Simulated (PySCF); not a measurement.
# Name the molecule from its bond curve

A diatomic of charge 0 contains Be. Its triplet curve at PBE0 in a triple-zeta basis (no relativity, PySCF), in eV from the separated fragments:

```csv
R (Å),E (eV)
1.443,-1.931
1.510,-2.277
1.577,-2.472
1.628,-2.541
1.678,-2.560
1.728,-2.539
1.796,-2.464
1.879,-2.318
1.980,-2.096
2.114,-1.769
```

The fit gives ωe = 917 cm⁻¹ and the rotational constant Bₑ = 1.168 cm⁻¹.

Which atom is the partner?

The minimum lies at 1.675 Å, so the reduced mass is 16.8576 u Å² cm⁻¹/(Bₑ·Re²) = 5.144 u. With Be at 9.01 u the partner weighs about 12.0 u: C. The molecule is BeC.

The state is the lowest determinant that a PBE0 search found; another state may lie lower at other levels.
